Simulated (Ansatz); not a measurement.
## Abstraction of Br: C2HBrF2 + C3H5 → C2HF2 + C3H5Br

Gas-phase species: C2HBrF2 `F/C=C(\F)Br`, singlet; C3H5 `[CH2]C=C`, doublet; C2HF2 `F/[C]=C\F`, doublet; C3H5Br (allyl bromide) `C=CCBr`, singlet. A radical takes Br: the energy is the difference in strength between two C–Br bonds in different surroundings.

Shapes, held fixed at every level: PBE0-D4/def2-TZVP. Flexible molecules stand in one conformer, not always the lowest. Programs: Ansatz 0.2.0. Electronic energies: no zero-point or thermal term.

```tsv
level	kind	ΔE (kJ/mol)
HF/def2-TZVPP	Hartree–Fock	+95.1
PBE-D4/def2-TZVPP	GGA	+104.4
r2SCAN-D4/def2-TZVPP	meta-GGA	+110.1
B3LYP-D4/def2-TZVPP	global hybrid	+104.6
PBE0-D4/def2-TZVPP	global hybrid	+104.6
wB97M-V/def2-TZVPP	range-separated hybrid	+104.9
B2PLYP/def2-TZVPP	double hybrid	+100.7
```

B2PLYP/def2-TZVPP gives ΔE = +100.7 kJ/mol; the levels span +95.1 to +110.1. The median of the levels is +104.6. No measured value is set beside it here. Spin contamination: C3H5 (⟨S²⟩ up to 0.95), C2HF2 (⟨S²⟩ up to 0.94). Open shells run unrestricted. Relativity is left out for Br. Outer-core shells of Br are correlated, in sets that cover them unevenly. B2PLYP/def2-TZVPP lies outside the range of the other correlated levels here, so it shouldn't be taken on trust.
